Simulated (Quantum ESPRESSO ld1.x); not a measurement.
Problem. The lead ion Pb75+, 7 electrons, occupied as [He] 2s2 2p3. Calculated with ld1.x of Quantum ESPRESSO 7.5: Dirac Kohn-Sham, PBE, spin-unpolarised, spherical densities, point nucleus; open shells fill j = l - 1/2 first. Some entries of the table are withheld. Estimate them.

orbital,occ.,eigenvalue (eV),<r^2> (bohr^2),<1/r> (bohr^-1)
1s1/2,2,-96486.590,0.0003554,101.6
2s1/2,2,-23330.193,0.005063,25.87
2p1/2,2,(1),0.003522,(2)
2p3/2,1,(3),0.004576,(4)

Solution. 
(1) 2p1/2 eigenvalue (eV): -22929.767
(2) 2p1/2 <1/r> (bohr^-1): 25.72
(3) 2p3/2 eigenvalue (eV): -20581.776
(4) 2p3/2 <1/r> (bohr^-1): 20.59
